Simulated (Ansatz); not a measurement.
Basis-set extrapolation for AlFH$_{3}$OSi (`[F][Al][O][SiH3]`) radical (PBE0-D4/def2-TZVP geometry, frozen core, Ansatz). Multiplicity 2, UHF reference.

```tsv
	def2-TZVPP	def2-QZVPP
HF	-707.157727	-707.183997
MP2 correlation	-0.662302	-0.720093
CCSD(T) correlation	-0.705887	not run
```

Energies in hartree. Use E(X) = E(∞) + A·exp(−7.88·√X) for Hartree–Fock and E(X) = E(∞) + B·X^(−2.97) for correlation, with X = 3 and 4, and add CCSD(T) minus MP2 of the smaller set to the MP2 limit.

Task: What is the CCSD(T) energy at the basis-set limit?

Result: HF limit: -707.183997 + (-0.026270) × 0.13774 = -707.18762. MP2 limit: -0.720093 + (-0.057791) × 0.74074 = -0.76290. Higher-order term: -0.705887 − (-0.662302) = -0.04359. Total: -707.99411 hartree, 342.6 kJ/mol below CCSD(T)/def2-TZVPP.
